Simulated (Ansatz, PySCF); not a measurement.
HOSi, SMILES [OH+]=[Si] (connectivity only; charge and spin as stated), charge +1, multiplicity 1.

The structure is a stationary point at r2SCAN-D4/def2-TZVPD. The isomer is the one that the SMILES or the coordinates give; other isomers of the formula were not compared.

Vertical ionisation energy (IE) and electron affinity (EA) in eV. Rows of orbital energies are one-electron estimates. Where ΔSCF, EOM or ADC give a negative EA the extra electron is unbound and the value depends on the basis.

| level | IE | EA |
|---|---|---|
| −ε(HOMO), −ε(LUMO), M06-2X/def2-TZVPD (PySCF) | 17.86 | 7.70 |
| −ε(HOMO), −ε(LUMO), ωB97X/def2-TZVPD (PySCF) | 19.13 | 6.39 |
| −ε(HOMO), −ε(LUMO), PBE/def2-TZVPD (PySCF) | 15.55 | 9.60 |
| EOM-CCSD/aug-cc-pVDZ (PySCF) | 19.68 | 5.99 |
| ADC(3)/aug-cc-pVDZ (PySCF) | 19.50 | 6.10 |
| ΔSCF, PBE0/def2-TZVPD (Ansatz), final states of multiplicity 2 and 2 | 19.64 | 6.33 |
| ΔSCF, PBE/def2-TZVPD (Ansatz), final states of multiplicity 2 and 2 | 19.61 | 6.26 |

**Question.** What vertical singlet–triplet gap does ΔSCF give with PBE0/def2-TZVPD (Ansatz, a first-principles code) and with PBE/def2-TZVPD (Ansatz)? (The exact figures need the calculation; the answer reports its results.)

**Answer.** 4.64 and 4.76 eV (triplet above singlet where positive).

**Question.** Beyond the first one, list the lowest photoelectron lines from ADC(3)/aug-cc-pVDZ run with PySCF with their pole strengths (two spins summed). (Estimate from the structure and the level; the computed values follow.)

**Answer.** 21.62 eV (1.78), 21.62 eV (1.78), 26.39 eV (0.15).
